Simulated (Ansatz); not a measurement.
Species: B₂H₄, charge 0, multiplicity 1. 
Geometry from a B3LYP-D3(BJ)/def2-TZVP (Ansatz, a quantum-chemistry and plane-wave program) optimisation:
```
B
H 1 1.1966
H 1 1.1966 2 115.74
B 1 1.6266 2 122.13 3 -180.00
H 4 1.1966 1 122.13 2 90.00
H 4 1.1966 5 115.74 1 180.00
```
Charge 0, spin multiplicity 1.

Basis-set convergence of Hartree-Fock and MP2 correlation energies (hartree) with Ansatz. Cores are frozen in the correlated levels unless marked. No spin-orbit coupling. No relativistic terms.

```json
[
 {"basis": "cc-pVDZ", "functions": "48", "E(HF)": "-51.63596", "E(corr, MP2)": "-0.16523"},
 {"basis": "cc-pVTZ", "functions": "116", "E(HF)": "-51.65112", "E(corr, MP2)": "-0.20412"},
 {"basis": "cc-pVQZ", "functions": "230", "E(HF)": "-51.65444", "E(corr, MP2)": "-0.21731"}
]
```

Extrapolating the two largest sets (X = 3 and 4) as X^-3: E(corr) = (64·(-0.21731) - 27·(-0.20412))/37 = -0.2269 Eh, an estimate of the basis-set limit. The largest set recovers 95.8 % of it, the smallest 72.8 %.
